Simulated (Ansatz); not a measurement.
Consider the redistribution: `[OH][GeH2][CH2][SiH](O)F` + `C[Te][SiH2]O` → `C[Te][SiH](O)F` + `O[SiH2][CH2][GeH2][OH]`.

Computed with Ansatz on PBE0-D4/def2-TZVP structures; ΔE is electronic, products minus reactants. CBS: MP2 limit from def2 TZ/QZ plus the TZ coupled-cluster correction, frozen cores. Elements past krypton have def2 core potentials. For Ge, Te outer-core shells are correlated without core-valence functions, which leaves a few kJ/mol of doubt a bond. Scalar relativity is left out up to krypton. One conformer a species, not always the lowest.

```json
{"species": "`[OH][GeH2][CH2][SiH](O)F`", "CCSD(T)/CBS(def2) energy (Eh)": "-2657.76749"}
{"species": "`C[Te][SiH2]O`", "CCSD(T)/CBS(def2) energy (Eh)": "-673.70558"}
{"species": "`C[Te][SiH](O)F`", "CCSD(T)/CBS(def2) energy (Eh)": "-772.97540"}
{"species": "`O[SiH2][CH2][GeH2][OH]`", "CCSD(T)/CBS(def2) energy (Eh)": "-2558.49271"}
```

Question: Work out ΔE.

Answer: ΔE = (-772.97540) + (-2558.49271) − (-2657.76749) − (-673.70558) = 0.00496 Eh = +13.0 kJ/mol.

Largest T1 diagnostic among the species: 0.012.
